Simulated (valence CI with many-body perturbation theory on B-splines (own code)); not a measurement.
**I4+: key properties**

Level of theory: configuration interaction combined with many-body perturbation theory (CI+MBPT): three valence electrons over a frozen Dirac-Fock core [Kr] 4d10, a basis of 9 s, 9 p, 8 d, 6 f, 3 g, 1 h functions for each j, with the one-electron correlation potential Σ1 (screened to all orders), the two-electron term Σ2, the three-electron term Σ3, Breit, model QED; selected single and double excitations, second order for the rest, scaled by the run's own slope (own B-spline code, finite nucleus).

No measured levels were compared; by estimate levels hold to about 250 cm⁻¹ or 0.2 % of their energy and the worst to 1 %, as in measured heavy ions of charge 2 to 7; those with d or f electrons hold less well.

Names give the largest LS component (configuration and term), which can be under half, so a name can repeat, a term be missing and a line seem to break the LS rules; names also repeat where a configuration has a term twice.

Rates and lifetimes use the calculated energies. Strong lines usually hold to 10 to 20 %, long lifetimes can be off by a factor of two.

Problem. What is the ground level?

Solution. 5s²5p ²P°_1/2, composition 98 % 5s²5p ²P°, g = 0.666.

Problem. Name the longest-lived excited levels whose lifetime is computed, and their main decay.

Solution. 5s²5p ²P°_3/2 at 12227 cm⁻¹ lives 60.3 ms, mostly by M1 to 5s²5p ²P°_1/2. The lifetime of 5s5p5d ⁴F°_9/2 is too uncertain to give, and may be longer.

Problem. Among levels below 255310 cm⁻¹, which E1 lines absorb most strongly from the ground level?

Solution. to 5s²5d ²D_3/2 at 64.71 nm, f = 1.21; to 5s5p² ²P_1/2 at 79.37 nm, f = 0.602; to 5s5p² ²P_3/2 at 71.50 nm, f = 0.384.

Problem. Where does the other parity begin?

Solution. At 5s5p² ⁴P_1/2, 80707 cm⁻¹.

Problem. What is the ionisation energy?

Solution. 51.457 eV; NIST lists 51.52 ± 0.04 eV (measured).

Problem. What are the static dipole polarisabilities of the lowest levels?

Solution. 5s²5p ²P°_1/2 7.51; 5s²5p ²P°_3/2 7.85 (tensor 0.21) bohr³, of which the core gives 1.03.

Problem. How is the term ²P° of the ground level split?

Solution. J = 1/2 at 0.0, J = 3/2 at 12227 cm⁻¹.
